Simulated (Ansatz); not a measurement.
Reaction (SMILES): C[Si](C)C → C[Si-](C)C (an electron is taken up)
Each molecule is optimised on its own at B3LYP-D3(BJ)/def2-TZVP (Ansatz, a first-principles code).

Property: adiabatic electron affinity (electronic energy difference), positive where the reaction releases energy, in eV. Cores are frozen in the correlated levels unless marked. Open shells are spin-unrestricted. Spin-orbit coupling is left out. No relativistic terms. Anions need diffuse functions: aug- sets have them; def2-D sets add few; the other sets have none. CBS marks a two-point X^-3 extrapolation of the correlation energy; Hartree-Fock from the larger set. [CCSD(T)-MP2]/basis is that difference in the basis named.

RI-MP2/CBS(aug-cc-pV(T+d)Z,aug-cc-pV(Q+d)Z)+[CCSD(T)-MP2]/aug-cc-pV(T+d)Z (Ansatz) gives 0.88 eV.

Task: Another calculation gave 0.51 eV. Which level was it?
(A) CAM-B3LYP/def2-TZVPD (Ansatz)
(B) BHLYP/def2-TZVPD (Ansatz)
(C) SVWN5/def2-TZVPD (Ansatz)

Result: B, BHLYP/def2-TZVPD (Ansatz). The others give 0.89 (SVWN5), 0.69 (CAM-B3LYP) eV.
